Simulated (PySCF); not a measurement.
**Working with the constants of AsH**

UHF-CCSD(T) constants of AsH, ³Σ⁻ (triplet), unpaired electrons π ↑↑ (PySCF, no relativity, basis sets As def2-TZVPPD, H def2-TZVPPD; masses 74.9216 and 1.0078 u):

| Quantity | Value |
| --- | --- |
| ωe | 2157.2 cm⁻¹ |
| ωexe | 36.2 cm⁻¹ |
| Be | 7.2703 cm⁻¹ |
| αe | 0.203 cm⁻¹ |
| De to As + H | 2.83 eV |

(1) What force constant and bond length do these constants imply?

(2) Estimate the centrifugal constant D from the Kratzer relation and find the Dunham coefficient a1.

Correlated steps freeze 9 core orbitals. Spin–orbit coupling is left out. The state was picked by a PBE0 search and need not be the measured ground state.

Answers

(1) Reduced mass μred = 0.99445 u; k = 5.8918×10⁻⁷·μred·ωe² (u, cm⁻¹, mdyn/Å) = 2.73 mdyn/Å; Re = √(16.8576/(μred·Be)) (u, cm⁻¹, Å) = 1.527 Å.

(2) D = 4Be³/ωe² = 0.000330 cm⁻¹; a1 = −1 − αeωe/(6Be²) = -2.38.
